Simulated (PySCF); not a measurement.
**Electron correlation in Ga (gallium, neutral)**

[Ar] 3d10 4s1 4p2, high-spin 4P determinant (an excited configuration). All numbers are calculated (PySCF 2.14, the spin-free X2C one-electron Hamiltonian (Gaussian nucleus), in x2c-QZVPPall (11s7p5d4f1g, 94 functions)). Frozen: [Ne]; 21 electrons correlated.

MP2 pair energies summed by pair of shells (mhartree):

```json
{"pair": "3d-3d", "energy": "-403.88", "share (%)": "52.1"}
{"pair": "3p-3d", "energy": "-187.27", "share (%)": "24.2"}
{"pair": "3s-3d", "energy": "-52.17", "share (%)": "6.7"}
{"pair": "3p-3p", "energy": "-48.85", "share (%)": "6.3"}
{"pair": "3d-4p", "energy": "-23.65", "share (%)": "3.1"}
{"pair": "3s-3p", "energy": "-20.96", "share (%)": "2.7"}
{"pair": "3d-4s", "energy": "-19.49", "share (%)": "2.5"}
{"pair": "4p-4p", "energy": "-4.65", "share (%)": "0.6"}
{"pair": "4s-4p", "energy": "-3.88", "share (%)": "0.5"}
{"pair": "3s-3s", "energy": "-3.80", "share (%)": "0.5"}
{"pair": "3p-4s", "energy": "-2.95", "share (%)": "0.4"}
{"pair": "3p-4p", "energy": "-2.66", "share (%)": "0.3"}
{"pair": "3s-4p", "energy": "-0.44", "share (%)": "0.1"}
{"pair": "3s-4s", "energy": "-0.41", "share (%)": "0.1"}
```

Total MP2 correlation energy: -775.06 mhartree.

Same-spin part -275.30 and opposite-spin part -499.76 mhartree; SCS-MP2 scales them by 1/3 and 6/5 to -691.48 mhartree.

This basis was not built for core-valence correlation, so the inner-shell part is incomplete.
